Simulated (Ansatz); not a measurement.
CH$_{7}$BSSi, SMILES `C[SiH2]BS`. Charge 0, multiplicity 1.

Z-matrix (Å, degrees):
```
C
Si 1 1.878
H 1 1.092 2 110.9
H 1 1.092 2 110.8 3 120.1
H 1 1.092 2 110.6 3 -119.9
B 2 2.007 1 112.3 3 60.8
H 2 1.495 1 109.7 3 -61.5
H 2 1.494 1 109.3 3 -178.5
S 6 1.763 2 123.7 1 -125.7
H 6 1.196 2 123.1 1 54.3
H 9 1.347 6 99.9 2 0.3
```

(1) What are the harmonic wavenumbers in cm⁻¹ at PBE0-D4/def2-TZVP (Ansatz, finite differences of forces, unscaled)? (An estimate is asked.)

(2) Is this a minimum?

(3) Give the ideal-gas thermochemistry at 298.15 K and 1 bar (rigid rotor, harmonic oscillator; point group C1, symmetry number 1).

(4) And at 400, 500, 600, 800 and 1000 K?

Answers

(1) Ansatz gave: 40, 136, 166, 205, 411, 479, 548, 652, 693, 715, 797, 816, 882, 885, 927, 941, 1086, 1273, 1452, 1453, 2178, 2186, 2622, 2675, 3054, 3140, 3141.

(2) Yes, all 27 modes are real.

(3) Zero-point energy 200.7 kJ/mol; H(298) − E = 221.6 kJ/mol; entropy 347.4 J/(mol·K), of which translation 165.0, rotation 111.5, vibration 70.9; G(298) − E = 118.0 kJ/mol. Modes under 100 cm⁻¹ are hindered rotations or soft bends, so the harmonic entropy is rough.

(4) 
```
T (K)  H − E (kJ/mol)  S (J/mol/K)  G − E (kJ/mol)
  400           233.9        382.6            80.8
  500           247.9        413.9            41.0
  600           263.6        442.4            -1.8
  800           298.6        492.6           -95.5
 1000           337.3        535.7          -198.4
```
